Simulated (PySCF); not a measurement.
Compound: C5H6ClFO.
SMILES with atom numbers: `[CH3:1]/[C:2]([F:3])=[C:4](/[CH3:5])[C:6](=[O:7])[Cl:8]` (hydrogens: H9, H10, H11 on C1; H12, H13, H14 on C5)

Structure used (PBE0-D3(BJ)/def2-SVP), in Å, numbered top down from 1:
```xyz
14
C5H6ClFO angstrom
C      1.945   -0.184    0.667
C      0.734    0.516    0.169
F      0.912    1.830    0.055
C     -0.483    0.021   -0.170
C     -1.585    0.912   -0.653
C     -0.670   -1.428   -0.028
O      0.112   -2.232    0.376
Cl    -2.298   -1.982   -0.542
H      1.775   -0.587    1.677
H      2.196   -1.046    0.036
H      2.780    0.527    0.694
H     -1.967    0.572   -1.626
H     -1.230    1.944   -0.754
H     -2.436    0.902    0.045
```

Computed, not measured: PySCF, TDDFT CAM-B3LYP/def2-SVPD, vertical, gas phase, core orbitals frozen in the response.

Ground-to-excited transition dipoles (e·a0, same axes as the geometry; the sign carries no meaning), for the states with f of 0.002 or more among the lowest 10:

| state | E (eV) | μx | μy | μz |
| --- | --- | --- | --- | --- |
| S2 | 5.442 | -1.139 | -0.979 | -0.253 |
| S4 | 6.579 | 0.319 | 0.049 | 0.111 |
| S8 | 7.749 | -0.357 | -0.116 | -0.122 |
| S9 | 7.960 | 0.036 | -0.013 | -0.107 |
| S10 | 8.188 | -0.664 | 0.402 | -0.263 |

(1) Work out the oscillator strengths.

(2) What angle do the transition dipoles of S2 and S8 make?

(3) What peak molar absorption coefficient would the strongest computed level give as a lone Gaussian band 0.5 eV wide at half height?

Results:

(1) f = (2/3) ΔE |μ|² with ΔE in hartree (27.2114 eV).

| state | \|μ\|² (au) | \|μ\| (D) | f |
| --- | --- | --- | --- |
| S2 | 2.321 | 3.87 | 0.309 |
| S4 | 0.116 | 0.87 | 0.019 |
| S8 | 0.155 | 1.00 | 0.030 |
| S9 | 0.013 | 0.29 | 0.003 |
| S10 | 0.671 | 2.08 | 0.135 |

(2) |cos θ| = |μa·μb| / (|μa| |μb|) = 0.92, so θ ≈ 24° (taken between 0 and 90°, since the signs are arbitrary).

(3) ε(max) = 2.175×10⁸ f / FWHM, with the width in cm⁻¹. S2: 2.175×10⁸ × 0.3095 / 4033 ≈ 17000 L mol⁻¹ cm⁻¹.

All these states lie below the vertical ionisation energy of 9.84 eV (ΔSCF).

One conformer stands for the species.
